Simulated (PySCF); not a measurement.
Isomers of C8H9P.

All values: PBE0/pcSseg-1 (PySCF) at PBE0-D3(BJ)/def2-SVP geometries, gas phase, one conformer each.

(1) Rank by dipole moment, highest first.
A. `[cH:1]1[cH:2][cH:3][c:4]([CH:5]2[CH2:6][CH2:7]2)[p:8][cH:9]1` with C3–C4–C5–C6 -145°
B. `[cH:1]1[cH:2][c:3]([CH:4]2[CH2:5][CH2:6]2)[cH:7][cH:8][p:9]1` with C2–C3–C4–C5 -145°
C. `[CH2:1]=[CH:2][c:3]1[cH:4][cH:5][c:6]([CH3:7])[cH:8][p:9]1` with C1–C2–C3–C4 3°

Results:

(1) B (2.52 D), C (2.04 D), A (1.46 D).

All values together:

| SMILES | μ (D) | HOMO (eV) | LUMO (eV) | lowest IAO charge (e) | highest IAO charge (e) | lowest Hirshfeld charge (e) | highest Hirshfeld charge (e) |
| --- | --- | --- | --- | --- | --- | --- | --- |
| C=Cc1ccc(C)cp1 | 2.04 | -6.53 | -1.66 | -0.418 (C) | +0.358 (P) | -0.113 (C) | +0.084 (P) |
| C=Cc1ccpcc1C | 2.12 | -6.63 | -1.78 | -0.418 (C) | +0.367 (P) | -0.114 (C) | +0.079 (P) |
| c1cc(C2CC2)ccp1 | 2.52 | -6.65 | -1.36 | -0.370 (C) | +0.348 (P) | -0.107 (C) | +0.069 (P) |
| c1ccc(C2CC2)pc1 | 1.46 | -6.72 | -1.45 | -0.367 (C) | +0.316 (P) | -0.106 (C) | +0.086 (P) |

Conformers: `[CH2:1]=[CH:2][c:3]1[cH:4][cH:5][c:6]([CH3:7])[cH:8][p:9]1` with C1–C2–C3–C4 3°; `[CH2:1]=[CH:2][c:3]1[cH:4][cH:5][p:6][cH:7][c:8]1[CH3:9]` with C1–C2–C3–C4 -32°; `[cH:1]1[cH:2][c:3]([CH:4]2[CH2:5][CH2:6]2)[cH:7][cH:8][p:9]1` with C2–C3–C4–C5 -145°; `[cH:1]1[cH:2][cH:3][c:4]([CH:5]2[CH2:6][CH2:7]2)[p:8][cH:9]1` with C3–C4–C5–C6 -145°.
